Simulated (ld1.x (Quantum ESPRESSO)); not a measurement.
**Reading a pseudo-wave (Hf (Z = 72))**

Columns: radius, all-electron u(r) and pseudo u(r) of the 6s shell (level -17.50 eV) of hafnium in the configuration [Xe] 4f14 5d2 6s0 6p0; PBE, scalar-relativistic, TM scheme, ld1.x (Quantum ESPRESSO) 7.5.

| r (bohr) | all-electron | pseudo |
| --- | --- | --- |
| 0.160 | 0.1425 | -0.0141 |
| 0.320 | -0.1801 | -0.0294 |
| 0.480 | -0.1028 | -0.0471 |
| 0.640 | 0.1647 | -0.0686 |
| 0.800 | 0.3194 | -0.0954 |
| 0.960 | 0.3239 | -0.1293 |
| 1.120 | 0.2258 | -0.1719 |
| 1.280 | 0.0771 | -0.2242 |
| 1.440 | -0.0849 | -0.2863 |
| 1.600 | -0.2380 | -0.3563 |
| 1.760 | -0.3705 | -0.4305 |
| 1.920 | -0.4778 | -0.5031 |
| 2.080 | -0.5594 | -0.5676 |
| 2.240 | -0.6168 | -0.6187 |
| 2.400 | -0.6530 | -0.6532 |
| 2.560 | -0.6708 | -0.6708 |
| 2.720 | -0.6736 | -0.6736 |
| 2.880 | -0.6641 | -0.6641 |
| 3.040 | -0.6452 | -0.6452 |
| 3.200 | -0.6192 | -0.6192 |
| 3.360 | -0.5881 | -0.5881 |
| 3.520 | -0.5536 | -0.5536 |
| 3.680 | -0.5171 | -0.5171 |
| 3.840 | -0.4797 | -0.4797 |
| 4.000 | -0.4423 | -0.4423 |
| 4.160 | -0.4056 | -0.4056 |

Q: How many radial nodes do the two functions have?

A: The all-electron 6s function has n − l − 1 = 5 (the table is too coarse to show those close to the nucleus); the pseudo-wave has 0, since the states of the same l below it are removed with the core.

Q: At about which radius was the pseudo-wave matched?

A: 2.70 bohr. The columns agree to 0.0005 from 2.40 bohr on; several derivatives are matched, so the curves merge somewhat inside the radius.

Q: Is the pseudo-wave norm-conserving?

A: Yes: the TM scheme keeps the norm inside the radius equal to the all-electron one, which fixes the energy derivative of the logarithmic derivative at the level.
